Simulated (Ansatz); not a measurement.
Sn9AsH16⁺, a doped cluster cut from the lattice of tin (As on a surface site). The state is a singlet with charge 1. Geometry r2SCAN-D4/def2-SVP; atoms count from 1.

```xyz
26

Sn   -1.126   -1.360    2.185
Sn   -1.300   -0.878   -2.329
Sn    2.701   -0.742   -0.185
As   -0.229    2.449    0.277
Sn    1.604   -1.987    2.074
Sn    1.425   -1.489   -2.567
Sn   -2.509   -2.126   -0.130
Sn   -1.359    1.421    2.455
Sn   -1.531    1.895   -1.976
Sn    2.394    2.028    0.117
H    -1.866   -1.977    3.608
H    -2.155   -1.182   -3.788
H     4.403   -0.962   -0.272
H    -0.367    3.948    0.441
H     1.764   -3.682    1.890
H     2.402   -1.464    3.496
H     1.585   -3.183   -2.762
H     2.112   -0.666   -3.903
H    -2.354   -3.822   -0.315
H    -4.160   -1.686   -0.020
H    -2.929    2.101    2.365
H    -0.445    2.179    3.689
H    -3.086    2.521   -1.625
H    -0.712    2.908   -3.088
H     2.933    2.735    1.581
H     2.804    3.022   -1.217
```

In the def2 sets Sn takes a core potential; there is no spin–orbit coupling. Single mean-field runs in def2-TZVP are fitted with def2-universal-jkfit.

Question: Estimate the Mulliken populations from the PBE0/def2-TZVP orbitals of Ansatz.

Answer: 
| atom | charge (e) |
| --- | --- |
| Sn1 | 0.05 |
| Sn2 | 0.05 |
| Sn3 | 0.05 |
| As4 | -0.33 |
| Sn5 | 0.08 |
| Sn6 | 0.08 |
| Sn7 | 0.08 |
| Sn8 | 0.21 |
| Sn9 | 0.21 |
| Sn10 | 0.21 |
| H11 | 0.02 |
| H12 | 0.02 |
| H13 | 0.02 |
| H14 | 0.14 |
| H15 | 0.01 |
| H16 | 0.01 |
| H17 | 0.01 |
| H18 | 0.01 |
| H19 | 0.01 |
| H20 | 0.01 |
| H21 | 0.02 |
| H22 | 0.02 |
| H23 | 0.02 |
| H24 | 0.02 |
| H25 | 0.02 |
| H26 | 0.02 |
Mulliken values depend strongly on the basis.

Question: And the Mayer bond orders between heavy atoms (over 0.3)?

Answer: Sn1–Sn5 0.86 (2.80 Å); Sn1–Sn7 0.86 (2.80 Å); Sn1–Sn8 0.85 (2.80 Å); Sn2–Sn6 0.86 (2.80 Å); Sn2–Sn7 0.86 (2.80 Å); Sn2–Sn9 0.85 (2.80 Å); Sn3–Sn5 0.86 (2.80 Å); Sn3–Sn6 0.86 (2.80 Å); Sn3–Sn10 0.85 (2.80 Å); As4–Sn8 0.78 (2.66 Å); As4–Sn9 0.78 (2.66 Å); As4–Sn10 0.78 (2.66 Å).
